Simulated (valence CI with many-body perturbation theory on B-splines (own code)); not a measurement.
**Ga25+: electric-dipole lines**

Computed by valence CI with perturbative core correlation (CI+MBPT): four valence electrons over a frozen Dirac-Fock core [He], a basis of 11 s, 11 p, 10 d, 8 f, 5 g, 2 h functions for each j, with the one-electron correlation potential Σ1, the two-electron term Σ2, the three-electron term Σ3, Breit, model QED; selected CI, second order for the rest, scaled by the run's own slope (own B-spline code, finite nucleus).

No measured levels were compared; by estimate levels of excited configurations hold to 0.05 to 0.15 % of their energy, terms of the ground configuration to about 0.5 %. Among the levels kept, up to 1000 cm⁻¹ of a level comes from second order outside the variational space, and about a tenth of that is noise between levels of different J, which matters for small intervals.

Lines 201 to 250 of 540 in falling wavelength, among levels below 128.10 Ry, chosen from the strongest by gf and those to the six lowest levels. Wavelengths and rates use the calculated energies, so an error of 800 cm⁻¹ moves a line at 84.85 Å by 0.068 % and its rate by three times that or more. Electric multipoles are in the length gauge with retardation, E1 and E2 with the static RPA response of the core. Weak lines are less certain than strong ones. Lines between different terms over intervals too small for the method are left out, as are lines whose strength nearly cancels. Where a level lies close to another of its J and parity, the split of strength between their lines is uncertain. The highest levels of a list are the least certain.

Names give the largest LS component (configuration and term), which can be under half, so a name can repeat, a term be missing and a line seem to break the LS rules; names also repeat where a configuration has a term twice. Letters in brackets count levels of one name in rising energy.

```
λ vac (Å)                Upper                Lower   A (s⁻¹)  log gf  Branch %
    84.85  2s.2p2.3p 3D°_3 [c]       2s2.2p.3p 3D_3  5.71e+10   -0.37       1.1
    84.83         2s.2p3 1P°_1         2s2.2p2 1S_0  2.61e+10   -1.07      18.9
    84.83   2s.2p2.3d 1P_1 [c]      2s2.2p.3d 1D°_2  3.18e+10   -0.99       0.1
    84.78  2s.2p2.3p 3P°_2 [c]       2s2.2p.3p 3D_3  5.01e+10   -0.57       2.4
    84.72  2s.2p2.3p 3P°_1 [d]       2s2.2p.3p 3D_2  3.16e+10   -0.99       0.4
    84.70       2s.2p2.3s 1P_1      2s2.2p.3s 1P°_1  8.02e+10   -0.59       0.7
    84.69  2s.2p2.3p 3D°_2 [d]       2s2.2p.3p 3P_2  5.46e+10   -0.53       1.6
    84.30   2s.2p2.3d 3P_2 [c]      2s2.2p.3d 3D°_3  3.74e+10   -0.70       0.1
    84.03  2s.2p2.3p 3P°_1 [e]   2s2.2p.3p 3P_1 [b]  4.94e+10   -0.80       0.7
    83.78   2s.2p2.3s 3P_2 [b]      2s2.2p.3s 3P°_2  6.35e+10   -0.48       0.9
    83.56   2s.2p2.3d 3P_1 [c]  2s2.2p.3d 3P°_2 [b]  4.00e+10   -0.90       0.1
    83.56   2s.2p2.3d 3D_3 [e]      2s2.2p.3d 3F°_4  3.18e+10   -0.63       0.3
    82.43   2s.2p2.3d 1D_2 [c]      2s2.2p.3d 1F°_3  5.57e+10   -0.55       0.1
    82.16         2p3.3s 1P°_1       2s.2p2.3s 1D_2  2.98e+10   -1.04       0.4
    80.18  2s.2p2.3p 1P°_1 [b]       2s2.2p.3p 1D_2  3.25e+10   -1.03       0.6
    78.32         2s.2p3 3S°_1         2s2.2p2 3P_2  9.16e+10   -0.60      67.9
    74.71         2s.2p3 1P°_1         2s2.2p2 1D_2  1.02e+11   -0.59      73.4
    74.56         2s.2p3 3S°_1         2s2.2p2 3P_1  2.89e+10   -1.14      21.4
    73.55         2s.2p3 3P°_1         2s2.2p2 3P_0  5.06e+09   -1.91      11.2
    72.21         2s.2p3 1D°_2         2s2.2p2 3P_2  1.40e+10   -1.26      18.8
    67.89             2p4 3P_2         2s.2p3 5S°_2  7.09e+09   -1.61       7.9
    65.45         2s.2p3 3S°_1         2s2.2p2 3P_0  1.11e+10   -1.67       8.3
    60.84         2s.2p3 1P°_1         2s2.2p2 3P_1  9.67e+09   -1.79       7.0
    9.045         2p3.3s 1P°_1             2p4 1S_0  3.24e+12   -0.92      44.6
    9.029         2p3.3s 1D°_2             2p4 1D_2  4.99e+12   -0.52      73.8
    9.015         2p3.3s 3D°_1             2p4 3P_1  3.68e+12   -0.87      66.3
    9.008       2s.2p2.3s 1D_2         2s.2p3 1D°_2  2.91e+12   -0.75      60.8
    8.985         2p3.3s 3S°_1             2p4 3P_2  2.63e+12   -1.02      52.5
    8.955      2s2.2p.3s 1P°_1         2s2.2p2 1S_0  1.75e+12   -1.20      24.2
    8.954       2s.2p2.3s 1P_1         2s.2p3 1P°_1  4.16e+12   -0.82      38.2
    8.920       2s.2p2.3s 3D_2         2s.2p3 3P°_2  2.15e+12   -0.89      34.6
    8.919   2s.2p2.3s 3P_1 [a]         2s.2p3 3D°_2  4.32e+12   -0.81      70.2
    8.901   2s.2p2.3s 3P_2 [a]         2s.2p3 3D°_3  3.41e+12   -0.69      54.6
    8.901       2s.2p2.3s 3D_1         2s.2p3 3P°_1  2.75e+12   -1.01      40.6
    8.860         2p3.3s 3D°_2             2p4 3P_2  2.35e+12   -0.86      66.6
    8.852      2s2.2p.3s 3P°_1         2s2.2p2 3P_2  3.10e+12   -0.96      55.5
    8.851      2s2.2p.3s 3P°_2         2s2.2p2 1D_2  1.45e+12   -1.07      28.3
    8.835       2s2.2p.3p 3S_1         2s.2p3 5S°_2  1.10e+12   -1.41      82.6
    8.829      2s2.2p.3s 1P°_1         2s2.2p2 1D_2  4.57e+12   -0.80      63.1
    8.820       2s.2p2.3s 5P_1         2s.2p3 5S°_2  2.15e+12   -1.12      94.8
    8.811         2p3.3s 3D°_3             2p4 3P_2  3.25e+12   -0.58      79.6
    8.811      2s2.2p.3s 3P°_0         2s2.2p2 3P_1  4.54e+12   -1.28     100.0
    8.802      2s2.2p.3s 3P°_1         2s2.2p2 3P_1  7.89e+11   -1.56      14.1
    8.800       2s.2p2.3s 1P_1         2s.2p3 1D°_2  4.88e+12   -0.77      44.8
    8.790         2p3.3s 3P°_2             2p4 1D_2  2.15e+12   -0.90      38.7
    8.789   2s.2p2.3d 3P_1 [a]         2s.2p3 3S°_1  2.73e+12   -1.02      11.6
    8.784         2p3.3s 3P°_1             2p4 3P_0  2.62e+12   -1.04      49.1
    8.767         2p3.3s 1P°_1             2p4 1D_2  2.70e+12   -1.03      37.1
    8.732   2s.2p2.3d 3P_0 [a]         2s.2p3 3S°_1  9.76e+12   -0.95      38.5
    8.729   2s.2p2.3s 3P_2 [b]         2s.2p3 3S°_1  1.94e+12   -0.96      29.0
```
